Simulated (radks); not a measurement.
Neutral selenium inside a hard spherical wall (all orbitals vanish at R), configuration held at [Ar] 3d10 4s2 4p4 and not refilled when levels cross. Calculated with a radial shooting solver on a logarithmic mesh with Libxc functionals: scalar-relativistic Kohn-Sham, PBE, spin-unpolarised, spherical densities, finite nucleus; Fermi nuclear charge, rms radius 4.14 fm. Eigenvalues in eV, with the zero of energy where the potential of the charges vanishes at infinity; a dash marks a level that is unbound or too diffuse for the functional's potential to be trusted. A positive occupied level is held by the wall or, in an anion where self-interaction has pushed it up, behind a barrier. The pressure on the wall is -dE/dV.

R (bohr)  E (hartree)  kinetic (hartree)    e(3p)    e(3d)    e(4s)   e(4p)  e(5s, empty)  e(5p, empty)  pressure (GPa)
free      -2429.94588           2479.546  -152.98  -53.125  -17.287  -6.512             -             -               0
10        -2429.94581           2479.547  -152.97  -53.117  -17.280  -6.505         0.039         1.822         0.00223
7         -2429.94160           2479.582  -152.73  -52.872  -17.085  -6.311         2.186         5.546           0.280
6         -2429.92893           2479.667  -152.24  -52.391  -16.716  -5.925         4.579         9.110            1.53
4         -2429.64312           2481.082  -147.17  -47.378  -12.925  -1.437        23.412        32.782            67.7
3.5       -2429.28456           2482.572  -143.31  -43.582   -9.746   2.507        37.799        49.299             202
3         -2428.44054           2485.696  -136.92  -37.328   -3.635  10.076        63.825        78.063             664
2.5       -2426.30039           2492.822  -126.06  -26.723    9.408  25.853        114.59        132.28            2530
